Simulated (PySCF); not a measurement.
Ionisation energy of C⁺ by level of theory

C⁺ [He] 2s2 2p1 (2P) → C²⁺ [He] 2s2 (1S), as a difference of total energies. Computed with PySCF 2.14 in pcseg-2, with the non-relativistic Hamiltonian (point nucleus). Correlated levels: valence: 1s2 frozen. The calculations carry no spin-orbit coupling.

| method | ionisation energy (eV) | error (eV) |
| --- | --- | --- |
| UHF | 24.187 | -0.191 |
| r2SCAN | 25.048 | +0.670 |
| M06-2X | 24.523 | +0.145 |
| MP2 (valence) | 24.387 | +0.009 |
| SCS-MP2 (valence) | 24.352 | -0.026 |
| CCSD (valence) | 24.218 | -0.160 |
| CCSD(T) (valence) | 24.248 | -0.130 |

Reference: 24.378 eV (measured; NIST levels, between the centres of gravity of the two terms).

Errors of the correlated levels include the incompleteness of this basis and the frozen core.

The coupled-cluster amplitudes are large for C²⁺ (T1 above 0.03 or a double amplitude above 0.15), so a single reference is strained.
